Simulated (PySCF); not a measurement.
Coordinates in bohr (charge 0 multiplicity 1):
```
Pt    0.0000    0.0000    0.0000
O     0.2162    0.0000    3.4609
O    -0.2162    0.0000   -3.4609
H    -1.4265    0.0000    4.2696
H     1.4265    0.0000   -4.2696
```

These are results of PBE0/[Pt def2-TZVP with ECP60, O def2-TZVP, H def2-TZVP], scalar-relativistic core potentials, density fitting, no spin–orbit coupling, PySCF, not measurements.

This geometry of Pt(OH)₂ is a stationary point at this level.

Q: What is the point group?

A: C2h.

Q: Is it a minimum?

A: No: it has 1 imaginary mode, at 103i cm⁻¹ (au).

Q: Which band is strongest in the infrared?

A: 924 cm⁻¹ (bu), 272 km/mol.

Q: What are the dipole moment and the gap between the highest occupied and lowest empty levels?

A: 0.00 D and 2.60 eV.

Stability towards spin polarisation was not tested. Other isomers or separated fragments may lie lower. No spin–orbit coupling is included, which matters more the heavier the element.
